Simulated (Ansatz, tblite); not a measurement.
Removing and adding an electron: GeF2. The state is a singlet with charge 0. Geometry: PBE-D4/def2-TZVP. Ansatz, gas phase; energy differences of separate SCF runs; the oxidised species was run as a doublet alone; the reduced species was run as a doublet alone.

Cartesian coordinates in Å:
```
Ge 0.117 0.646 -0.415
F -0.256 -1.012 -0.920
F 0.139 0.366 1.335
```

The xTB rows come from tblite. Correlated methods freeze 11 core orbitals; core or outer-core shells of Ge are correlated, in sets that lack core-valence functions.

| level | −HOMO (eV) | vertical IE (eV) | −LUMO (eV) | vertical EA (eV) | HOMO–LUMO gap (eV) | IE − EA (eV) | remarks |
| --- | --- | --- | --- | --- | --- | --- | --- |
| GFN1-xTB | 11.53 | 16.24 | 8.35 | 4.75 | 3.18 | 11.49 | – |
| GFN2-xTB | 12.86 | 17.52 | 7.82 | 3.13 | 5.05 | 14.39 | – |
| HF/def2-TZVPD | – | – | – | 0.34 | – | – | – |
| HF/def2-TZVPP | – | 11.02 | – | – | – | – | – |
| PBE-D4/def2-TZVP | 7.72 | 11.47 | 3.46 | – | 4.26 | – | – |
| PBE-D4/def2-TZVPD | 7.83 | – | 3.55 | 0.52 | 4.28 | – | HOMO above zero (-1 doublet) |
| r2SCAN-D4/def2-TZVP | 8.07 | 11.59 | 3.42 | – | 4.64 | – | – |
| r2SCAN-D4/def2-TZVPD | 8.14 | – | 3.48 | 0.69 | 4.66 | – | HOMO above zero (-1 doublet) |
| PBE0-D4/def2-TZVP | 9.03 | 11.67 | 2.70 | – | 6.33 | – | – |
| PBE0-D4/def2-TZVPD | 9.10 | – | 2.77 | 0.66 | 6.34 | – | HOMO above zero (-1 doublet) |
| MP2/def2-TZVPD | – | – | – | 0.46 | – | – | – |
| MP2/def2-TZVPP | – | 11.70 | – | – | – | – | – |
| CCSD/def2-TZVPD | – | – | – | 0.54 | – | – | – |
| CCSD/def2-TZVPP | – | 11.76 | – | – | – | – | – |
| CCSD(T)/def2-TZVPD | – | – | – | 0.53 | – | – | – |
| CCSD(T)/def2-TZVPP | – | 11.72 | – | – | – | – | – |

   A HOMO above zero means that the electron is unbound at that level or that self-interaction error raises the level; the energy of removing that electron tells which. Raw xTB energy differences between charge states are shifted by several eV; the methods need an empirical correction for them.
